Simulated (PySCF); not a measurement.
From one molecule to another.

First species: C5H10OSi.
SMILES: `CC#CC[SiH2]OC`

Second species: C5H10OSi.
SMILES with atom numbers: `[CH2:1]=[CH:2][Si@@H:3]1[CH2:4][CH2:5][CH2:6][O:7]1` (hydrogens: H8, H9 on C1; H10 on C2; H11 on Si3; H12, H13 on C4; H14, H15 on C5; H16, H17 on C6)

Geometry (GFN2-xTB, Å), atoms numbered from 1 in this order:
```
atom  x, y, z in Å
C1     3.186   -0.368    0.360
C2     2.042    0.233    0.080
Si3    0.429   -0.133    0.968
C4    -0.895   -1.052   -0.061
C5    -1.819    0.096   -0.467
C6    -1.770    1.126    0.662
O7    -0.443    1.248    1.111
H8     3.256   -1.110    1.138
H9     4.104   -0.149   -0.165
H10    2.030    0.976   -0.709
H11    0.623   -0.749    2.283
H12   -1.435   -1.767    0.561
H13   -0.533   -1.591   -0.933
H14   -2.844   -0.227   -0.650
H15   -1.436    0.563   -1.376
H16   -2.106    2.113    0.336
H17   -2.397    0.801    1.501
```

Levels: PBE0/pcSseg-1 for HOMO energy, LUMO energy and HOMO–LUMO gap. Geometries: GFN2-xTB. All species are isolated and taken at one optimised geometry, non-relativistic unless stated. Electronic properties by PySCF.

The conformers computed, where there is a choice (atom-mapped SMILES and torsion angles):
- `[CH3:1][C:2]#[C:3][CH2:4][SiH2:5][O:6][CH3:7]`: C3–C4–Si5–O6 180°, C4–Si5–O6–C7 180°

The conformers of `C=C[Si@@H]1CCCO1` aren't listed.

| property | column X | column Y |
| --- | --- | --- |
| HOMO energy | -6.89 eV | -7.73 eV |
| LUMO energy | 0.76 eV | -0.43 eV |
| HOMO–LUMO gap | 7.65 eV | 7.30 eV |

Q: Which column belongs to which species?

A: Column X is the first species and column Y the second. The first has 17 atoms and 62 electrons, the second 17 and 62.

Q: How does each property change from the first species to the second?

A: HOMO energy -0.84 eV; LUMO energy -1.19 eV; HOMO–LUMO gap -0.35 eV.

